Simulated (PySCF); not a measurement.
Compound: C6H10FN.
Numbering: `[CH3:1][CH2:2][C:3]1=[N:4][CH2:5][C@H:6]([F:7])[CH2:8]1` (hydrogens: H9, H10, H11 on C1; H12, H13 on C2; H14, H15 on C5; H16 on C6; H17, H18 on C8)

Geometry (GFN2-xTB, Å), atoms numbered from 1 in this order:
```xyz
18
C6H10FN angstrom
C      2.374   -0.959   -0.856
C      1.689    0.231   -0.197
C      0.208    0.082   -0.143
N     -0.431   -0.824   -0.745
C     -1.846   -0.692   -0.525
C     -2.061    0.569    0.347
F     -2.755    1.526   -0.367
C     -0.642    1.050    0.656
H      1.974   -1.112   -1.853
H      2.193   -1.861   -0.279
H      3.446   -0.790   -0.922
H      1.914    1.147   -0.753
H      2.064    0.374    0.821
H     -2.219   -1.599   -0.045
H     -2.351   -0.583   -1.487
H     -2.664    0.373    1.238
H     -0.499    2.078    0.320
H     -0.404    0.996    1.719
```

Computed with TDDFT PBE0/def2-SVPD, vertical, gas phase, core orbitals frozen in the response (PySCF).

Computed states:

| state | E (eV) | f |
| --- | --- | --- |
| S1 | 5.59 | 0.0014 |
| S2 | 6.88 | 0.014 |
| S3 | 7.43 | 0.039 |
| S4 | 7.56 | 0.022 |
| S5 | 7.64 | 0.156 |
| S6 | 7.89 | 0.014 |
| S7 | 7.96 | 0.0016 |
| S8 | 8.01 | 0.040 |

Broadening: Gaussians 0.25 eV wide at half height, area fixed by f = 4.319×10⁻⁹ ∫ε dν̃. The width is an assumption, not a result. The curve ends short of the highest state used, and states not computed would add to its high-energy end.

(1) Give the broadened spectrum and its maxima.

(2) Coming from long wavelengths, where does ε first pass 100 L mol⁻¹ cm⁻¹?

(3) On this curve, what absorbance would a 10⁻⁵ mol/L sample give at 222 nm over a 1 cm path?

Results:

(1) 
E (eV), ε (L mol⁻¹ cm⁻¹) and a bar:
```
     5.21          0 
     5.28          2 
     5.34         10 
     5.40         32 
     5.46         75 
     5.53        133 #
     5.59        154 #
     5.65        130 #
     5.72         71 
     5.78         30 
     5.84          9 
     5.90          2 
     5.97          0 
     6.03          0 
     6.09          0 
     6.16          0 
     6.22          0 
     6.28          0 
     6.34          0 
     6.41          0 
     6.47          1 
     6.53          6 
     6.60         45 
     6.66        172 #
     6.72        474 ##
     6.79       1031 #####
     6.85       1420 #######
     6.91       1422 #######
     6.97       1034 #####
     7.04        482 ##
     7.10        209 #
     7.16        220 #
     7.23        765 ####
     7.29       1946 #########
     7.35       3877 ##################
     7.41       6474 ##############################
```

Maxima: 222 nm (5.59 eV), ε about 150, made up of S1 (100%); 180 nm (6.88 eV), ε about 1500, made up of S2 (100%) (ε in L mol⁻¹ cm⁻¹; maxima over ε = 5, shares over 10%). At its high-energy end, 7.41 eV, the curve is still rising (ε about 6500, from S3, S4 and S5).

(2) At about 226 nm (5.49 eV), 0.10 eV below S1.

(3) 222 nm is 5.585 eV, where ε is about 150 L mol⁻¹ cm⁻¹, so A = ε c l ≈ 0.0015 (Beer–Lambert, with the gas-phase spectrum and the assumed width).

Hardware: an Arm Neoverse N1 with one thread, on a shared host. Cost: 1.7 min (with the writing of density and orbital grids), 1.0 GiB resident at most.

One conformer stands for the species.
